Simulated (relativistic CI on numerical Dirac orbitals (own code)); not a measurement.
Si⁺: what numerical and physical settings do to a radial Dirac CI calculation

Reference input:

```
atom Si  Z=14  charge=1  electrons=13
nucleus A=28  rms_radius_fm=3.1224
hamiltonian dirac-coulomb  breit=on  qed=on  c_scale=1
orbitals kli  potential=per-configuration
slater_scale 1
correlation none
mixing on
grid step=0.0125 r_max=51.4
scf mixing=0.4 start=green max_iterations=150 tolerance=2e-08 node_fill=0.05
configurations
  [Ne] 3s2 3p
  [Ne] 3s 3p2
end
```

Computed lowest total energy -289.10591 Ha, first excitation 288.6 cm⁻¹, 20 SCF steps. Runs with settings changed; * marks those that are bad on purpose:

| Changed | Outcome | Lowest level | ΔE (Ha) | First excitation (cm⁻¹) | SCF steps | Message |
| --- | --- | --- | --- | --- | --- | --- |
| Slater scale 0.6, Breit term off | converged | 3s²3p ²P°1/2 | -0.0548 | 305.0 | 20 |  |
| iteration limit 30 | converged | 3s²3p ²P°1/2 | 0 | 288.6 | 20 |  |
| Slater scale 1.2, iteration limit 20, SCF mixing 0.2 | converged | 3s²3p ²P°1/2 | -6.13e-11 | 288.6 | 23 |  |
| node fill of the KLI weights 0.5, start potential thomas-fermi | converged | 3s²3p ²P°1/2 | 0.00712 | 299.0 | 22 |  |
| nuclear radius 31.224 fm * | converged | 3s²3p ²P°1/2 | 0.0184 | 288.6 | 20 |  |
| grid step 0.15 * | converged | 3s²3p ²P°1/2 | 0.00106 | 289.7 | 20 |  |

With so few configurations and no correlation, terms lie too far apart (by 10 to 50 % near neutrality), their order can be wrong, and levels of other configurations are missing.
